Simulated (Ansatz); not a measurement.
Gas-phase electronic energies from Ansatz, PBE0-D4/def2-TZVP geometries. CBS: MP2 limit from def2 TZ/QZ plus the TZ coupled-cluster correction, frozen cores. This one scheme is used for every species. DFT in def2-TZVPP. B3LYP here is the variant with VWN-RPA as its local correlation; programs differ in this. HSE06 is defined as in plane-wave codes. Triplets are unrestricted, without spin–orbit coupling. For Br, Ge outer-core shells are correlated without core-valence functions, which leaves a few kJ/mol of doubt a bond. Scalar relativity is left out up to krypton.

`[GeH3][CH2]Br` → `[CH2]` (triplet) + `[GeH3][Br]`  (formal loss of a carbene)

```csv
level,ΔE (kcal/mol),difference from CCSD(T)/CBS
LDA (SPW92),94.5,16.7
PBE-D4,78.8,1.0
revPBE-D4,75.7,-2.1
BLYP-D4,75.8,-2.0
r2SCAN-D4,70.6,-7.2
B97M-V,75.7,-2.1
PBE0-D4,75.4,-2.4
B3LYP-D4,74.6,-3.2
r2SCANh-D4,69.8,-8.0
r2SCAN0-D4,68.8,-9.0
HSE06-D4,75.4,-2.4
BHLYP-D4,70.3,-7.5
CAM-B3LYP-D4,75.3,-2.5
ωB97X-V,78.8,1.0
ωB97M-V,76.9,-0.9
B2PLYP,74.3,-3.5
PBE-QIDH,75.0,-2.8
revPBE,71.3,-6.5
BLYP,72.3,-5.5
r2SCAN,70.2,-7.6
PBE0,74.0,-3.8
r2SCANh,69.4,-8.4
r2SCAN0,68.3,-9.5
HSE06,74.2,-3.6
BHLYP,68.3,-9.5
CAM-B3LYP,73.9,-3.9
LC-ωPBE,73.3,-4.5
RPA@PBE/def2-TZVPP,75.2,-2.6
HF/def2-SVP,38.1,-39.7
CCSD/def2-SVP,67.9,-9.9
CCSD(T)/def2-SVP,70.4,-7.4
MP2/def2-TZVPP,78.1,0.3
SCS-MP2/def2-TZVPP,78.1,0.3
CCSD/def2-TZVPP,71.9,-5.9
CCSD(T)/def2-TZVPP,75.2,-2.6
MP2/def2-QZVPP,79.5,1.7
SCS-MP2/def2-QZVPP,79.9,2.1
HF/CBS(def2),37.5,-40.3
MP2/CBS(def2),80.7,2.9
CCSD/CBS(def2),74.5,-3.3
CCSD(T)/CBS,77.8,0
```

Largest T1 diagnostic among the species: 0.011.

From r2SCAN to r2SCAN0 (25 % exact exchange), in def2-TZVPP and without D4, ΔE moves by −1.9 kcal/mol. In def2-TZVPP, CCSD(T) changes the Hartree–Fock value by +37.7 kcal/mol (the triples alone add +3.3 kcal/mol) and MP2 by +40.5 kcal/mol. Leaving LDA and LC-ωPBE aside and taking each functional with its dispersion term where it has one, the values spread over 10.0 kcal/mol, from r2SCAN0-D4 to ωB97X-V. LDA lies +17.3 kcal/mol from PBE without D4.

CCSD(T)/CBS has its own doubt, a few kJ/mol and more with outer-core shells, so smaller differences from it don't rank the levels.
